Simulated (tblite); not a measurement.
Input of a run (GFN2-xTB geometry optimisation, gas phase (tblite 0.8.0)), started from a force field or distance geometry:
```
{"job": {"kind": "relax", "xc": "GFN2-xTB", "basis": "xTB"}, "charge": 0, "multiplicity": 2}
C      2.682000    -0.464200     0.096900
C      1.688500     0.235800    -0.436700
C      0.296800     0.061700    -0.095100
C     -0.166300    -0.862100     0.821000
C     -1.511300    -0.997800     1.121000
C     -2.470500    -0.214400     0.499400
C     -1.999000     0.717600    -0.424900
C     -0.656100     0.865400    -0.718500
H      2.550200    -1.246300     0.843900
H      3.676800    -0.244700    -0.225500
H      1.933700     0.997100    -1.174600
H      0.541300    -1.508200     1.336000
H     -3.519300    -0.326000     0.747800
H     -2.682200     1.375700    -0.956300
H     -0.368900     1.618500    -1.456200
```

Output (eV, eV/Å):
```
step      E/eV     max force
  0    -559.09466    1.906
  1    -559.16008    0.572
  2    -559.17763    0.343
  3    -559.19773    0.383
  4    -559.20544    0.328
  5    -559.21108    0.177
  6    -559.21334    0.126
  7    -559.21440    0.069
  8    -559.21489    0.075
  9    -559.21519    0.052
 10    -559.21540    0.040
 11    -559.21556    0.035
 12    -559.21567    0.027
 13    -559.21575    0.028
 14    -559.21582    0.028
 15    -559.21591    0.029
 16    -559.21604    0.030
 17    -559.21619    0.028
 18    -559.21630    0.023
 19    -559.21637    0.023
 20    -559.21642    0.022
 21    -559.21646    0.017
 22    -559.21650    0.012
 23    -559.21651    0.008
```

Question: Summarise the run.

Answer: The energy falls by 0.122 eV over 23 L-BFGS steps, the largest force on an atom goes from 1.91 to 0.008 eV/Å, and the atoms move by 0.039 Å rms after alignment. Among the bonds, C3–C4 and C4–C5 change most and about equally (-0.027 to +0.026 Å). Bonds longer at the end by more than 0.005 Å: 3 of 15; shorter: 6. Among the angles that change most is C8–C7–H14, from 116.2° to 120.4°. The energy never rose by more than 1e-5 eV on the way. The first step brought 54 % of the lowering.

Question: What are the final bond lengths?

Answer: C1=C2 1.327 Å, C2–C3 1.457 Å, C3–C4 1.407 Å, C4–C5 1.358 Å, C5–C6 1.365 Å, C6–C7 1.394 Å, C7–C8 1.381 Å, C3–C8 1.396 Å, C1–H9 1.076 Å, C1–H10 1.076 Å, C2–H11 1.084 Å, C4–H12 1.079 Å, C6–H13 1.079 Å, C7–H14 1.081 Å, C8–H15 1.081 Å. Numbering counts from 1 in the input's order; the species is `C=Cc1c[c]ccc1` [radical].

GFN2-xTB frequencies show an imaginary mode (23i cm⁻¹), so the point is no minimum at that level.

The values belong to the conformer `[CH2:1]=[CH:2][c:3]1[cH:4][c:5][cH:6][cH:7][cH:8]1`: C1–C2–C3–C4 0°.

These are computed values.
